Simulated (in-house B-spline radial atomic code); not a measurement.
A fraction x of an electron is removed from 4d in Ag V (Ag4+), starting from [Kr] 4d7 and keeping the highest spin. Level of theory: scalar-relativistic (X2C) LC-wPBE, spin-polarised, spherical fractional occupations, Fermi nucleus of rms radius 4.5454 fm; calculated with a radial B-spline atomic code at the basis-set limit.

Caution: exact exchange at fractional occupations of open shells leaves self-interaction of up to several eV.

| x | E(x) - E(0) (eV) | 4d down level (eV) |
| --- | --- | --- |
| 0 | 0.0000 | -57.367 |
| 0.04 | 2.3061 | -57.928 |
| 0.24 | 14.1742 | -60.758 |
| 0.29 | 17.2299 | -61.471 |
| 0.43 | 25.9763 | -63.478 |
| 0.5 | 30.4551 | -64.488 |
| 0.55 | 33.6977 | -65.212 |
| 0.71 | 44.3179 | -67.543 |
| 0.83 | 52.5290 | -69.305 |
| 0.89 | 56.7139 | -70.190 |
| 1 | 64.5245 | -71.821 |

The exact functional would give a straight line between the two integer points. Deviations E(x) - E(0) - x[E(1) - E(0)], in eV: -0.275 at x = 0.04, -1.312 at x = 0.24, -1.482 at x = 0.29, -1.769 at x = 0.43, -1.807 at x = 0.5, -1.791 at x = 0.55, -1.494 at x = 0.71, -1.026 at x = 0.83, -0.713 at x = 0.89.

The curve lies below the straight line by up to 1.807 eV (at x = 0.5): convex, the delocalisation error, to which spherically averaged exact exchange adds.

(1) How well does Slater's transition state (minus the level at half occupation) give the ionisation energy?

## Answers

(1) It gives 64.488 eV against 64.525 eV from the two total energies; NIST lists 65.00 eV, ground level to ground level. The end point has an open shell averaged over its orbitals, so its exact exchange keeps a self-interaction and this is no true integer point.
